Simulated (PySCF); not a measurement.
# Bonding in `C#Cc1cncc(C#N)n1`

Compound: C7H3N3.
Atom-mapped SMILES: `[CH:1]#[C:2][c:3]1[cH:4][n:5][cH:6][c:7]([C:8]#[N:9])[n:10]1` (hydrogens: H11 on C1; H12 on C4; H13 on C6)

Geometry (GFN2-xTB, Å), atoms numbered from 1 in this order:
```
atom  x, y, z in Å
C1     3.3490    0.6556    0.0080
C2     2.1858    0.3584    0.0141
C3     0.8238   -0.0251    0.0230
C4     0.4550   -1.3738    0.1680
N5    -0.8102   -1.7452    0.1791
C6    -1.7319   -0.8061    0.0481
C7    -1.3714    0.5397   -0.0990
C8    -2.3764    1.5344   -0.2386
N9    -3.2241    2.2964   -0.3466
N10   -0.0984    0.9221   -0.1105
H11    4.3635    0.9244    0.0013
H12    1.1951   -2.1543    0.2747
H13   -2.7642   -1.1258    0.0607
```

Bond orders from the PBE0/pcSseg-1 density (PySCF). Geometry: GFN2-xTB; no solvent, vibrations or thermal averaging.

Question: Where do the orders between heavy atoms depart from those drawn in the SMILES?

Answer: The largest departure is 0.716, at C1–C2 (drawn triple, 2.284), counting aromatic bonds as 1.5. Drawn double or triple, more than 0.30 short of the drawn order: C1–C2 (2.284). The bonds drawn aromatic range from 1.28 to 1.51.

Question: Set the Mayer orders of the bonds beside their lengths.

Answer: 
| bond | drawn as | length (Å) | Mayer order |
| --- | --- | --- | --- |
| C1–C2 | triple | 1.201 | 2.284 |
| C2–C3 | single | 1.415 | 0.955 |
| C3–C4 | aromatic | 1.406 | 1.284 |
| C4–N5 | aromatic | 1.319 | 1.480 |
| N5–C6 | aromatic | 1.322 | 1.451 |
| C6–C7 | aromatic | 1.401 | 1.286 |
| C7–C8 | single | 1.421 | 0.989 |
| C8–N9 | triple | 1.145 | 3.025 |
| C7–N10 | aromatic | 1.329 | 1.466 |
| N10–C3 | aromatic | 1.329 | 1.512 |
| C1–H11 | single | 1.049 | 1.159 |
| C4–H12 | single | 1.081 | 0.974 |
| C6–H13 | single | 1.081 | 0.967 |

By pair of heavy elements: C–C: lowest C2–C3 (0.955, 1.415 Å), highest C1–C2 (2.284, 1.201 Å); in 1 of the 10 pairs the longer bond (by over 0.003 Å) has the higher order (by 0.02 or more). C–N: lowest N5–C6 (1.451, 1.322 Å), highest C8–N9 (3.025, 1.145 Å); in 2 of the 10 pairs the longer bond (by over 0.003 Å) has the higher order (by 0.02 or more).

Question: Sum the orders of all bonds at each heavy atom with more than one neighbour and set the sums beside the valence in the SMILES.

Answer: C1 3.443 (drawn 4), C2 3.239 (drawn 4), C3 3.751 (drawn 4), C4 3.738 (drawn 4), N5 2.931 (drawn 3), C6 3.704 (drawn 4), C7 3.741 (drawn 4), C8 4.014 (drawn 4), N10 2.978 (drawn 3). Orders between atoms that aren't bonded are not in these sums.

For a closed shell the Mayer order of atoms A and B is Σ (PS)μν (PS)νμ over the basis functions μ on A and ν on B, with P the density and S the overlap matrix.

The run behind these numbers computed NMR shieldings as well. Time: 50 s wall (grids of density and orbitals included); peak memory 0.82 GiB. Hardware: one thread of an Arm Neoverse N1, no GPU (shared host).
